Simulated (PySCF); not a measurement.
This PySCF input asks for the NMR shieldings of `ClB[C@@H]1CC=C1Cl`, C4H5BCl2; the geometry comes from GFN2-xTB.

```python
import basis_set_exchange as bse
import numpy as np
from pyscf import gto, dft
from pyscf.prop import nmr

atoms = """
Cl    3.005299    0.792103    0.787815
B     1.752167   -0.078913    0.069603
C     0.264825    0.134799    0.562510
C    -0.791086   -0.969652    0.243383
C    -1.444009    0.019213   -0.684476
C    -0.560268    0.971207   -0.402618
Cl   -0.327488    2.582077   -0.906172
H     2.001517   -0.797908   -0.823547
H     0.190349    0.509591    1.585200
H    -0.389383   -1.858162   -0.238408
H    -1.395058   -1.259179    1.100481
H    -2.305667   -0.045862   -1.319797
"""
names = dict.fromkeys(["Cl", "B", "C", "H"], "pcSseg-1")
basis = {el: gto.basis.parse(bse.get_basis(n, elements=[el], fmt="nwchem")) for el, n in names.items()}
mol = gto.M(atom=atoms, basis=basis, charge=0, verbose=0)
mf = dft.RKS(mol, xc="PBE0")
mf.grids.level = 2
mf.grids.alignment = dft.numint.BLKSIZE   # the property module wants whole blocks of grid points
mf.conv_tol = 1e-9
mf.kernel()

calc = nmr.RKS(mf)   # GIAO
C = mf.mo_coeff
Co = C[:, mf.mo_occ > 0]
resp = mf.gen_response(singlet=True, hermi=2)
def vind(x):   # induced exchange potential for any number of trial vectors
    d = np.einsum("pi,xij,qj->xpq", C, 2 * x.reshape(-1, C.shape[1], Co.shape[1]), Co, optimize=True)
    return np.einsum("xpq,pi,qj->xij", resp(d - d.transpose(0, 2, 1)), C, Co, optimize=True).ravel()
mo1, _ = nmr.rhf.solve_mo1(calc, with_cphf=vind)
sigma = calc.kernel(mo1)
for i, s in enumerate(sigma):   # ppm
    w = np.linalg.eigvalsh((s + s.T) / 2)
    print("%2d %-2s iso %8.1f  s11 %8.1f  s22 %8.1f  s33 %8.1f" % (i, mol.atom_pure_symbol(i), w.mean(), *w))
```

Q: What are the results?

A: 
```
 0 Cl iso    617.7  s11    289.5  s22    524.1  s33   1039.6
 1 B  iso     27.0  s11    -30.7  s22      5.8  s33    105.7
 2 C  iso    130.3  s11    106.8  s22    139.2  s33    145.1
 3 C  iso    156.3  s11    139.2  s22    155.8  s33    173.9
 4 C  iso     45.5  s11    -51.6  s22     55.2  s33    132.8
 5 C  iso     44.5  s11    -52.8  s22     74.9  s33    111.5
 6 Cl iso    695.0  s11    451.5  s22    661.2  s33    972.4
 7 H  iso     24.9  s11     22.3  s22     25.2  s33     27.2
 8 H  iso     28.6  s11     25.3  s22     29.2  s33     31.2
 9 H  iso     29.1  s11     25.4  s22     27.4  s33     34.5
10 H  iso     29.1  s11     25.4  s22     27.0  s33     35.1
11 H  iso     25.5  s11     23.9  s22     24.2  s33     28.4
```

These numbers come from an equivalent density-fitted implementation of the same equations, which agrees with the script to about 0.01 ppm for H and up to a few tenths of a ppm for heavy atoms, so last digits may differ.

Size and cost of the density-fitted run: 158 basis functions, 20 s wall time on 1 thread of an Arm Neoverse V1, shared host; peak memory 0.73 GiB.
